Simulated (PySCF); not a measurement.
phosphine (H3P), singlet, at a GFN2-xTB geometry; HF/pcseg-1 (PySCF).

PySCF was given this input:
```python
from pyscf import gto, scf

mol = gto.M(
    atom='''
P    -0.00172480    0.00404332    0.12796810
H    -0.00586361    1.13365438   -0.67649381
H     1.01556265   -0.58418525   -0.60844934
H    -0.98382709   -0.61011888   -0.63457837
''',
    basis='pcseg-1',
    verbose=4,
    symmetry=True,
)

mf = scf.RHF(mol)
mf.irrep_nelec = {"A'": 16, 'A"': 2}
mf.kernel()
mf.analyze()
```

What the program printed (banner, timings and long lists left out):

```
PySCF version 2.14.0

[INPUT] verbose = 4
[INPUT] num. atoms = 4
[INPUT] num. electrons = 18
[INPUT] charge = 0
[INPUT] spin (= nelec alpha-beta = 2S) = 0
[INPUT] symmetry True subgroup None
[INPUT] Mole.unit = angstrom
[INPUT] Symbol           X                Y                Z      unit          X                Y                Z       unit  Magmom
[...]
nuclear repulsion = 17.9651164766885
point group symmetry = C3v, use subgroup Cs
symmetry origin: [-5.24923925e-09  5.24923924e-09 -2.09969568e-09]
symmetry axis x: [ 0.85960448  0.51093968 -0.00455777]
symmetry axis y: [-0.01347037  0.03157764  0.99941053]
symmetry axis z: [ 0.51078242 -0.85903637  0.03402683]
num. orbitals of irrep A' = 22
num. orbitals of irrep A" = 11
number of shells = 9
number of NR pGTOs = 65
number of NR cGTOs = 33
basis = pcseg-1
ecp = {}

******** <class 'pyscf.scf.hf_symm.SymAdaptedRHF'> ********
method = SymAdaptedRHF
initial guess = minao
damping factor = 0
level_shift factor = 0
DIIS = <class 'pyscf.scf.diis.CDIIS'>
diis_start_cycle = 1
diis_space = 8
diis_damp = 0
SCF conv_tol = 1e-09
SCF conv_tol_grad = None
SCF max_cycles = 50
direct_scf = True
direct_scf_tol = 1e-13
Freeze 18 electrons in irreps ["A'", 'A"']
    0 free electrons in irreps
Set gradient conv threshold to 3.16228e-05
Initial guess from minao.
init E= -342.220852971402
HOMO (A') = 0.0982854095347956  LUMO (A") = -0.4664772777085  gap/eV = -15.36798

WARN: A' HOMO 0.0982854095347956 > system LUMO -0.4664772777085

WARN: A" LUMO -0.4664772777085 < system HOMO 0.0982854095347956

cycle= 1 E= -341.457707260234  delta_E= 0.763  |g|= 0.367  |ddm|= 10.1
HOMO (A') = -0.136582875556104  LUMO (A") = -0.435930352368396  gap/eV = -8.14566

WARN: A' HOMO -0.136582875556104 > system LUMO -0.435930352368396

WARN: A" LUMO -0.435930352368396 < system HOMO -0.136582875556104

cycle= 2 E= -341.523284865053  delta_E= -0.0656  |g|= 0.0823  |ddm|= 3.41
HOMO (A') = -0.112738481405413  LUMO (A") = -0.347873142825075  gap/eV = -6.39834

WARN: A' HOMO -0.112738481405413 > system LUMO -0.347873142825075

WARN: A" LUMO -0.347873142825075 < system HOMO -0.112738481405413

cycle= 3 E= -341.530345975731  delta_E= -0.00706  |g|= 0.0384  |ddm|= 1.52
HOMO (A') = -0.119965560991162  LUMO (A") = -0.345122947879314  gap/eV = -6.12684

WARN: A' HOMO -0.119965560991162 > system LUMO -0.345122947879314

WARN: A" LUMO -0.345122947879314 < system HOMO -0.119965560991162

cycle= 4 E= -341.534991446631  delta_E= -0.00465  |g|= 0.0314  |ddm|= 1.37
[...]

cycle= 7 E= -341.543442418469  delta_E= -0.000226  |g|= 0.00144  |ddm|= 0.794
HOMO (A') = -0.128522111441226  LUMO (A") = -0.336317144981996  gap/eV = -5.65439

WARN: A' HOMO -0.128522111441226 > system LUMO -0.336317144981996

WARN: A" LUMO -0.336317144981996 < system HOMO -0.128522111441226

cycle= 8 E= -341.543449991101  delta_E= -7.57e-06  |g|= 0.000225  |ddm|= 0.162
HOMO (A') = -0.128376224626696  LUMO (A") = -0.336355118953699  gap/eV = -5.65939

WARN: A' HOMO -0.128376224626696 > system LUMO -0.336355118953699

WARN: A" LUMO -0.336355118953699 < system HOMO -0.128376224626696

cycle= 9 E= -341.54345007177  delta_E= -8.07e-08  |g|= 5.13e-05  |ddm|= 0.00845
HOMO (A') = -0.128440524435745  LUMO (A") = -0.33634800183387  gap/eV = -5.65745

WARN: A' HOMO -0.128440524435745 > system LUMO -0.33634800183387

WARN: A" LUMO -0.33634800183387 < system HOMO -0.128440524435745

cycle= 10 E= -341.543450073881  delta_E= -2.11e-09  |g|= 1.62e-05  |ddm|= 0.000567
HOMO (A') = -0.128418495367556  LUMO (A") = -0.336352583634944  gap/eV = -5.65817

WARN: A' HOMO -0.128418495367556 > system LUMO -0.336352583634944

WARN: A" LUMO -0.336352583634944 < system HOMO -0.128418495367556

cycle= 11 E= -341.54345007411  delta_E= -2.29e-10  |g|= 4.44e-06  |ddm|= 0.00025
HOMO (A') = -0.12842265061104  LUMO (A") = -0.336351859243654  gap/eV = -5.65804

WARN: A' HOMO -0.12842265061104 > system LUMO -0.336351859243654

WARN: A" LUMO -0.336351859243654 < system HOMO -0.12842265061104

Extra cycle  E= -341.543450074126  delta_E= -1.52e-11  |g|= 1.59e-06  |ddm|= 5.67e-05
converged SCF energy = -341.543450074126
**** SCF Summaries ****
Total Energy =                        -341.543450074125531
Nuclear Repulsion Energy =              17.965116476688543
One-electron Energy =                 -506.792264500887995
Two-electron Energy =                  147.283697950073929
Two-electron Coulomb Energy =          170.690982498520867
DFT Exchange-Correlation Energy =      -23.407284548446938
HOMO-LUMO gap [eV] =                    -5.658041960935185
Wave-function symmetry = A'
occupancy for each irrep:     A'   A"
                               8    1
**** MO energy ****
[...]
 ** Mulliken pop on meta-lowdin orthogonal AOs  **
 ** Mulliken pop  **
[...]
 ** Mulliken atomic charges  **
charge of    0P =      0.01896
charge of    1H =      0.01464
charge of    2H =      0.01464
charge of    3H =     -0.04824
Dipole moment(X, Y, Z, Debye):  0.77835,  0.37097, -2.31840
```
